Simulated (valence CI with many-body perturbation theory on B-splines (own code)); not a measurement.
# Ne VI: what the settings do

Level of theory: valence CI with perturbative core correlation (CI+MBPT): three valence electrons over a frozen Dirac-Fock core [He], radial functions for each j: 6 s, 6 p, 5 d, 3 f, 1 g, with the one-electron correlation potential Σ1 (screened to all orders), the two-electron term Σ2, the three-electron term Σ3, Breit, model QED; selected single and double excitations, second order for the rest, scaled by the run's own slope (own B-spline code, finite nucleus).

Against 13 measured levels this calculation errs by 262 cm⁻¹ on average and by 486 at most. These come from a selection out of NIST levels in Podobedova, Fuhr, Reader and Wiese, J. Phys. Chem. Ref. Data 33, 525 (2004). Levels without a partner in it may be off by more.

The reference run has the lowest level 2s2.2p 2P°_1/2 and an ionisation energy of 157.905 eV. Its largest variational space holds 4687 state functions.

Changed runs:
A. correlating orbitals by l 3 3 3 2 1 → 4 4 0 0 0; size limit of the variational space 10000 → 3000; second order for the rest on → off
B. three-electron term on → off
C. screening of Σ1 on → off
D. scale of Σ1 1 → 2 (bad on purpose)

Excitation energies of the reference run in cm⁻¹, and shifts in cm⁻¹:

| Level | Reference | A | B | C | D |
| --- | --- | --- | --- | --- | --- |
| 2s2.2p 2P°_3/2 | 1305 | 0 | +0.4 | 0 | +13 |
| 2s.2p2 4P_1/2 | 100021 | -3013 | -55 | +6.1 | -838 |
| 2s.2p2 4P_3/2 | 100466 | -3013 | -55 | +6.1 | -833 |
| 2s.2p2 4P_5/2 | 101113 | -3013 | -55 | +6.1 | -826 |
| 2s.2p2 2D_5/2 | 179203 | +3423 | +108 | +4.6 | -769 |
| 2s.2p2 2D_3/2 | 179233 | +3425 | +109 | +4.6 | -769 |
| 2s.2p2 2S_1/2 | 231339 | +2317 | +235 | +3.4 | -713 |
| 2s.2p2 2P_1/2 | 249655 | +5669 | +193 | +4.2 | -801 |
| 2s.2p2 2P_3/2 | 250467 | +5672 | +193 | +4.1 | -793 |
| 2p3 4S°_3/2 | 321454 | -1517 | +131 | +11 | -1677 |
| 2p3 2D°_5/2 | 359726 | +5012 | +126 | +10 | -1596 |
| 2p3 2D°_3/2 | 359795 | +5015 | +126 | +10 | -1595 |
| Ionisation energy (eV) | 157.905 | -0.611 | +0.016 | -0.0043 | +0.213 |
